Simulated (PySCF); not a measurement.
RbF, SMILES [Rb][F].

Geometry: PBE-D3(BJ)/def2-TZVPD. The def2 effective core potentials stand for the cores of Rb; spin–orbit coupling is left out.

Vertical ionisation energy (IE) and electron affinity (EA) in eV. Rows of orbital energies are one-electron estimates. Where ΔSCF, EOM or ADC give a negative EA the extra electron is unbound and the value depends on the basis.

```csv
level,IE,EA
"−ε(HOMO), −ε(LUMO), ωB97X/def2-TZVPD (PySCF)",8.70,-0.07
"−ε(HOMO), −ε(LUMO), PBE/def2-TZVPD (PySCF)",?,?
```

Question: Fill in the missing entries. (An estimate is asked for; the answer gives what the named calculation found.)

Answer: 
- −ε(HOMO), −ε(LUMO), PBE/def2-TZVPD (PySCF), IE: 4.47
- −ε(HOMO), −ε(LUMO), PBE/def2-TZVPD (PySCF), EA: 1.61
